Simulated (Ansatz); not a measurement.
SiEt(OAc)3 (C8H14O6Si). Total charge 0; singlet. Geometry PBE-D4/def2-SVP.

```tsv
atom	x (Å)	y (Å)	z (Å)
Si1	-0.321	-0.165	-0.041
C2	-2.095	-0.495	-0.474
C3	-2.344	-0.708	-1.975
H4	-2.668	0.373	-0.083
H5	-2.406	-1.383	0.116
H6	-3.422	-0.867	-2.182
H7	-2.015	0.168	-2.571
H8	-1.801	-1.596	-2.358
O9	0.792	-1.305	-0.673
C10	0.658	-2.623	-0.351
C11	1.764	-3.461	-0.938
O12	-0.257	-3.036	0.336
H13	1.590	-4.527	-0.713
H14	2.735	-3.137	-0.513
H15	1.824	-3.300	-2.032
O16	0.047	-0.125	1.625
C17	-0.385	0.945	2.349
C18	0.260	1.008	3.705
O19	-1.179	1.751	1.895
H20	-0.232	1.775	4.326
H21	1.327	1.272	3.557
H22	0.232	0.017	4.198
O23	0.141	1.257	-0.852
C24	1.138	2.117	-0.487
C25	1.193	3.308	-1.409
O26	1.862	1.928	0.469
H27	2.056	3.945	-1.152
H28	0.253	3.888	-1.307
H29	1.254	2.975	-2.464
```

Task: Estimate the orbital energies around the gap (eV) in Ansatz with HF/6-31G, PBE-D4/def2-SVP, r2SCAN-D4/def2-TZVP, PBE0-D4/def2-SVP, PBE0-D4/def2-TZVP.

Result: 
```
orbital  HF/6-31G  PBE-D4/def2-SVP  r2SCAN-D4/def2-TZVP  PBE0-D4/def2-SVP  PBE0-D4/def2-TZVP
HOMO−13    -15.27            -9.51               -10.00            -11.16             -11.19
HOMO−12    -15.12            -9.39                -9.91            -11.03             -11.10
HOMO−11    -15.11            -9.22                -9.73            -10.90             -10.97
HOMO−10    -14.70            -8.94                -9.42            -10.60             -10.65
 HOMO−9    -14.44            -8.77                -9.25            -10.45             -10.49
 HOMO−8    -14.16            -8.37                -8.82            -10.04             -10.10
 HOMO−7    -13.69            -8.30                -8.81             -9.92              -9.96
 HOMO−6    -13.48            -7.98                -8.48             -9.61              -9.68
 HOMO−5    -13.21            -7.77                -8.27             -9.38              -9.46
 HOMO−4    -13.10            -7.57                -8.08             -9.19              -9.27
 HOMO−3    -12.83            -7.29                -7.71             -8.79              -8.84
 HOMO−2    -12.53            -6.39                -6.91             -8.16              -8.25
 HOMO−1    -12.42            -6.26                -6.77             -8.03              -8.10
   HOMO    -12.01            -6.21                -6.74             -7.97              -8.06
   LUMO      3.95            -1.19                -1.11             -0.11              -0.24
 LUMO+1      4.01            -1.18                -1.08             -0.11              -0.21
 LUMO+2      4.32            -0.93                -0.85              0.18               0.04
 LUMO+3      5.45             0.68                 0.72              1.55               0.87
 LUMO+4      5.92             1.13                 1.24              2.03               1.37
 LUMO+5      6.01             1.14                 1.29              2.07               1.48
```
